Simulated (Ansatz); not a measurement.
Relaxation of Cl4HTi (6 atoms, charge 0, multiplicity 2), to a largest force component of 0.03 eV/Å in at most 50 steps.

All numbers below come from UKS revPBE/def2-SVP (Ansatz 0.2.0).

```xyz
6
Properties=species:S:1:pos:R:3:forces:R:3
Ti 0.001 0.000 -0.506 0.00 0.00 -0.13
Cl -0.003 0.000 3.066 0.00 0.00 1.01
Cl 2.185 0.000 -0.807 0.01 0.00 0.05
Cl -1.091 1.891 -0.807 0.00 0.00 0.05
Cl -1.091 -1.891 -0.807 0.00 0.00 0.05
H 0.002 0.000 4.404 0.00 0.00 -1.02
```

Q: Where does it end, and by what steps?

A: The forces met the threshold. After 32 steps the energy has fallen by 0.352 eV; H6 moved furthest, 2.38 Å. Joined: Ti1–Cl2 (3.57 → 2.50 Å).

```
step  energy less start (eV)  largest force component (eV/Å)  accepted
   0                  0.0000                           1.024       yes
   2                 -0.0311                           0.069       yes
   4                 -0.0383                           0.156       yes
   6                 -0.0662                           0.260       yes
   8                 -0.0798                           0.310       yes
  10                 -0.0821                           0.310       yes
  12                 -0.0862                           0.799       yes
  14                 -0.1243                           0.277       yes
  16                 -0.1462                           0.118       yes
  18                 -0.1731                           0.198       yes
  20                 -0.1805                           0.199       yes
  22                 -0.1915                           0.229       yes
  24                 -0.2921                           0.398       yes
  26                 -0.3334                           0.102       yes
  28                 -0.3477                           0.175       yes
  30                 -0.3520                           0.041       yes
  32                 -0.3523                           0.008       yes
```

```xyz
6
Properties=species:S:1:pos:R:3
Ti -0.354 0.000 0.198
Cl -0.458 0.000 2.698
Cl 1.957 0.000 0.812
Cl -1.034 1.905 -0.686
Cl -1.034 -1.905 -0.686
H 0.924 0.000 2.206
```

Whether the end is a true minimum wasn't checked by a vibrational analysis.

Time of the run: 120 s on 4 threads of Arm Neoverse V1, on a shared host, peak memory 0.31 GiB.
